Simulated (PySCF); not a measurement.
**Frontier levels across methods**

Species: C3H8BNSi.
Structure used (PBE0-D3(BJ)/def2-SVP), in Å, numbered top down from 1:
```
atom  x, y, z in Å
C1    -3.557    0.373   -0.165
C2    -2.132    0.622   -0.215
C3    -0.928    0.847   -0.263
B4     0.551    1.074   -0.310
Si5    1.841   -0.362    0.271
N6     3.403   -0.065   -0.435
H7    -4.046    1.085    0.519
H8    -4.005    0.524   -1.161
H9    -3.792   -0.649    0.170
H10    0.969    2.161   -0.649
H11    1.801   -0.369    1.784
H12    1.411   -1.738   -0.137
H13    3.750    0.888   -0.441
H14    4.163   -0.715   -0.268
```

Basis pcSseg-1 throughout (PySCF), one geometry. The structure is a single PBE0-D3(BJ)/def2-SVP conformer in the gas phase; no vibrational or solvent corrections.

Problem. How do the orbital energies, the gap and the dipole change with the method?

Solution. 
| method | kind | HOMO (eV) | LUMO (eV) | gap (eV) | μ (D) | SCF cycles |
| --- | --- | --- | --- | --- | --- | --- |
| BLYP | GGA | -5.40 | -2.91 | 2.49 | 1.33 | 15 |
| OPBE | GGA | -5.52 | -3.01 | 2.51 | 1.36 | 15 |
| PBE | GGA | -5.53 | -3.11 | 2.42 | 1.38 | 15 |
| B97-D | GGA | -5.54 | -2.94 | 2.61 | 1.35 | 16 |
| KT2 | GGA | -5.61 | -3.12 | 2.50 | 1.44 | 16 |
| LDA | LDA | -5.62 | -3.35 | 2.28 | 1.43 | 15 |
| KT3 | GGA | -5.63 | -3.03 | 2.60 | 1.36 | 16 |
| BP86 | GGA | -5.65 | -3.19 | 2.46 | 1.37 | 15 |
| B97-2 | global hybrid | -6.62 | -2.24 | 4.38 | 1.30 | 13 |
| B3LYP | global hybrid | -6.64 | -2.40 | 4.24 | 1.28 | 14 |
| PBE0 | global hybrid | -6.86 | -2.25 | 4.61 | 1.31 | 14 |
| mPW1PW91 | global hybrid | -6.90 | -2.25 | 4.65 | 1.30 | 14 |
| BHandHLYP | global hybrid | -7.99 | -1.20 | 6.79 | 1.21 | 14 |
| CAM-B3LYP | range-separated hybrid | -8.19 | -1.13 | 7.06 | 1.22 | 14 |
| wB97X-D | range-separated hybrid | -8.71 | -0.45 | 8.26 | 1.22 | 14 |
| LC-wPBE | range-separated hybrid | -9.54 | -0.08 | 9.46 | 1.16 | 14 |
| HF | Hartree–Fock | -9.62 | 1.33 | 10.95 | 1.10 | 12 |

The HOMO spans 4.22 eV, from BLYP down to HF, and the gap runs from 2.28 eV (LDA) to 10.95 eV (HF). Over the methods BLYP (0 %), OPBE (0 %), PBE (0 %), B97-D (0 %), KT2 (0 %), LDA (0 %), KT3 (0 %), BP86 (0 %), B97-2 (21 %), B3LYP (20 %), PBE0 (25 %), mPW1PW91 (25 %), BHandHLYP (50 %), HF (100 %), a straight line through the gap against the share of exact exchange rises by 0.85 eV for each 10 % (correlation coefficient 0.999). The dipole ranges from 1.10 D (HF) to 1.44 D (KT2). This basis has no diffuse functions.
